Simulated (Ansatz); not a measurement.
Total energies of `[SiH3]B([SiH3])[SiH3]`.

```xyz
13

Si   -0.177   -1.318   -1.510
B    -0.024   -0.050    0.027
Si   -1.632    0.763    0.895
Si    1.793    0.507    0.647
H     0.996   -2.225   -1.648
H    -1.419   -2.139   -1.525
H    -0.200   -0.419   -2.706
H    -1.391    1.202    2.297
H    -1.892    1.987    0.075
H    -2.856   -0.082    0.863
H     1.846    1.859    1.268
H     2.101   -0.501    1.710
H     2.856    0.414   -0.392
```

Total charge 0; spin multiplicity 1. The structure was optimised at the PBE0-D4/def2-TZVP level. Basis def2-TZVPP, Ansatz.

RPA on PBE orbitals: Hartree–Fock energy of these orbitals -896.64084 Eh, correlation -0.99176 Eh (frozen core).

```json
{"functional": "r2SCAN", "energy without D4 (Eh)": "-898.60795", "D4 term (kJ/mol)": "-7.6"}
{"functional": "B97M-V", "energy without D4 (Eh)": "-898.50717", "D4 term (kJ/mol)": "–"}
```

Q: Give the same for LDA (SPW92), PBE, revPBE, BLYP, PBE0, B3LYP, r2SCANh, r2SCAN0, HSE06 (plane-wave form), BHLYP, CAM-B3LYP, LC-ωPBE, ωB97X-V, ωB97M-V, B2PLYP, PBE-QIDH. (Best estimate.)

A: The calculation gave: 
| functional | energy without D4 (Eh) | D4 term (kJ/mol) |
| --- | --- | --- |
| LDA (SPW92) | -894.85311 | – |
| PBE | -898.19565 | -30.3 |
| revPBE | -898.52157 | -79.2 |
| BLYP | -898.66707 | -64.3 |
| PBE0 | -898.29921 | -26.2 |
| B3LYP | -898.79119 | -49.1 |
| r2SCANh | -898.60329 | -8.3 |
| r2SCAN0 | -898.59746 | -9.2 |
| HSE06 (plane-wave form) | -898.27612 | -24.8 |
| BHLYP | -898.69798 | -41.5 |
| CAM-B3LYP | -898.70350 | -27.2 |
| LC-ωPBE | -898.41888 | – |
| ωB97X-V | -898.57258 | – |
| ωB97M-V | -898.60152 | – |
| B2PLYP | -898.30785 | – |
| PBE-QIDH | -898.03726 | – |

B3LYP takes the VWN-RPA correlation (the form of Gaussian; ORCA's B3LYP/G). HSE06 is the plane-wave form, built on full-range PBE exchange. The double hybrids freeze the cores in their second-order part.

LC-ωPBE has ω = 0.4 bohr⁻¹.
